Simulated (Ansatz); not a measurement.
HO4Re, triplet, at a GFN2-xTB geometry (such geometries of metal compounds can be far from the true shape) (the multiplicity is a formal guess) (core potentials on Re); PBE/def2-SVPD run with Ansatz (a first-principles code).

Input for Ansatz:
Ansatz 0.2 input:
```yaml
crystal:
  periodic: [false, false, false]
  atoms:
    - {symbol: Re, position_ang: [0.01596475, -0.01455193, -0.11213261]}
    - {symbol: O, position_ang: [1.13316379, 0.83995704, -0.98404227]}
    - {symbol: O, position_ang: [0.48841121, -0.31615502, 1.61161311]}
    - {symbol: O, position_ang: [-0.48108850, -1.36603858, -0.92758806]}
    - {symbol: O, position_ang: [-1.15039449, 0.86979573, 1.09360555]}
    - {symbol: H, position_ang: [-1.11809237, 0.87092139, 2.06123907]}
basis:
  gaussian:
    orbitals: def2-SVPD
hamiltonian:
  xc: pbe
magnetization: {spin_polarized: true, initial_magnetization: 2}
```

Task: Predict the main parts of the log of this Ansatz run.

Result: 
```
Functional definition: PBE
1116 factors; their error is unknown
mean field evaluation 1: about -10300.2692 eV, gradient 8.0e1 eV
mean field evaluation 2: about -10083.1410 eV, gradient 2.2e2 eV
mean field evaluation 4: about -10304.1420 eV, gradient 6.1e1 eV
mean field evaluation 8: about -10322.7068 eV, gradient 5.0e0 eV
mean field evaluation 16: about -10322.7447 eV, gradient 6.2e-2 eV
mean field evaluation 32: about -10321.7040 eV, gradient 2.1e-1 eV
mean field -10322.74473701 eV, -379.3538720775 hartree, gradient 1.9e-5 eV, S^2 2.004822; 6 other end points of the search recorded, 0 dependent functions left out
reference -10322.74478740 eV, -379.3538739293 hartree; 25, 23 occupied and 110, 112 virtual orbitals, 1116 factors
Total energy: -10322.74478740 eV, -379.3538739293 hartree
```
